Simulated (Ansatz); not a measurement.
Program: Ansatz. Geometries: PBE0-D4/def2-TZVP. ΔE: electronic, gas phase. CBS: MP2 limit from def2 TZ/QZ plus the TZ coupled-cluster correction, frozen cores. This one scheme is used for every species. Functionals use def2-TZVPP. HSE06 is defined as in plane-wave codes. Each species was taken in one conformer, which may not be the lowest.

Consider the ligand exchange at the Si–O bond: `F[SiH]([SiH3])O[SiH3]` + PH₃ → `F[SiH]([SiH3])P` + `O[SiH3]`.

`F[SiH]([SiH3])O[SiH3]`:

Z-matrix (Å, degrees):
```
Si
Si 1 2.346
O 1 1.623 2 111.3
F 1 1.601 2 108.0 3 -119.2
H 1 1.482 2 114.4 3 122.2
H 2 1.488 1 109.4 3 -59.1
H 2 1.487 1 110.0 3 -178.8
H 2 1.487 1 110.3 3 60.7
Si 3 1.640 1 148.0 2 -40.3
H 9 1.487 3 109.7 1 29.9
H 9 1.483 3 109.7 1 -90.5
H 9 1.482 3 108.2 1 149.5
```

PH₃:

Z-matrix (Å, degrees):
```
P
H 1 1.420
H 1 1.420 2 93.1
H 1 1.420 2 93.1 3 93.3
```

`F[SiH]([SiH3])P`:

```xyz
10

F    -1.771   -1.324    0.829
Si   -1.018   -0.212   -0.057
Si    0.730    0.705    1.201
P    -0.342   -1.186   -1.971
H    -2.024    0.819   -0.434
H     1.381    1.759    0.377
H     0.252    1.307    2.474
H     1.729   -0.355    1.503
H     0.927   -1.574   -1.463
H     0.137    0.061   -2.459
```

`O[SiH3]`:

```xyz
6

O    -0.488   -0.968   -0.684
Si    0.259    0.289    0.077
H    -1.271   -1.336   -0.275
H    -0.645    1.464    0.214
H     1.420    0.643   -0.771
H     0.724   -0.092    1.439
```

| species | HSE06-D4 energy (Eh) |
| --- | --- |
| `F[SiH]([SiH3])O[SiH3]` | -1047.43573 |
| PH₃ | -343.01010 |
| `F[SiH]([SiH3])P` | -1023.43093 |
| `O[SiH3]` | -366.98078 |

Question: Work out ΔE.

Answer: ΔE = (-1023.43093) + (-366.98078) − (-1047.43573) − (-343.01010) = 0.03412 Eh = +21.4 kcal/mol. CCSD(T)/CBS gives +24.7 kcal/mol.

Question: What do rigid-rotor, harmonic-oscillator terms from PBE0-D4/def2-TZVP frequencies (298.15 K, 1 bar) make of the CCSD(T)/CBS value? (Estimate.)

Answer: Ansatz gave: ΔZPE = +1.2 kcal/mol, ΔH = +25.6 kcal/mol, ΔS = 1 J/(mol·K), ΔG = +25.6 kcal/mol. Modes under 50 cm⁻¹ make the entropy rough.

Largest T1 diagnostic among the species: 0.014.

From r2SCAN to r2SCAN0 (25 % exact exchange), in def2-TZVPP and without D4, ΔE moves by +0.7 kcal/mol. In def2-TZVPP, CCSD(T) changes the Hartree–Fock value by −5.2 kcal/mol (the triples alone add −0.9 kcal/mol) and MP2 by −5.4 kcal/mol.
